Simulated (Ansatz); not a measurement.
Reaction (germylene formation by 1,1-elimination): `[OH][GeH]([OH])[F]` → `OF` + `[OH][GeH]`

Gas-phase electronic energies from Ansatz, PBE0-D4/def2-TZVP geometries. CCSD(T)/CBS adds triple-zeta CCSD(T) − MP2 to the extrapolated MP2 energy (def2 sets, frozen cores). This one scheme is used for every species. DFT in def2-TZVPP. For Ge outer-core shells are correlated without core-valence functions, which leaves a few kJ/mol of doubt a bond. Scalar relativity is left out up to krypton. One conformer a species, not always the lowest.

CCSD(T)/CBS gives +6.75 eV.

Question: Another level gave +6.62 eV. Which?
A. PBE0/def2-TZVPP
B. CAM-B3LYP-D4/def2-TZVPP
C. LDA (SPW92)/def2-TZVPP
D. LC-ωPBE/def2-TZVPP

Answer: B. CAM-B3LYP-D4 6.62, PBE0 6.54, LC-ωPBE 6.82, LDA (SPW92) 6.68 eV.

Largest T1 diagnostic among the species: 0.016.

Leaving LDA and LC-ωPBE aside and taking each functional with its dispersion term where it has one, the values, not all of them listed here, spread over 1.08 eV, from BLYP-D4 to PBE-QIDH. LDA lies +0.55 eV from PBE without D4. From PBE to PBE0 (25 % exact exchange), in def2-TZVPP and without D4, ΔE moves by +0.41 eV. At CCSD(T), def2-SVP lies −0.23 eV from the extrapolated value and def2-TZVPP +0.03 eV.
